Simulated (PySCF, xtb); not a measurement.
CAuClO, SMILES [Au](<-[C-]#[O+])[Cl] (connectivity only; charge and spin as stated), charge +1, multiplicity 2.

Harmonic wavenumbers (cm⁻¹) from GFN2-xTB run with xtb 6.7.1 at its own minimum, in rising order: 61, 243, 263, 292, 324, 2303.

What does B3LYP-D3(BJ)/def2-SVP run with PySCF give at its own minimum? (An estimate is asked for; the answer gives what the named calculation found.)

42, 272, 321, 323, 361, 2325. Paired by order, the mean absolute difference is 33 cm⁻¹ and the zero-point energies are 5.0 and 5.2 kcal/mol.
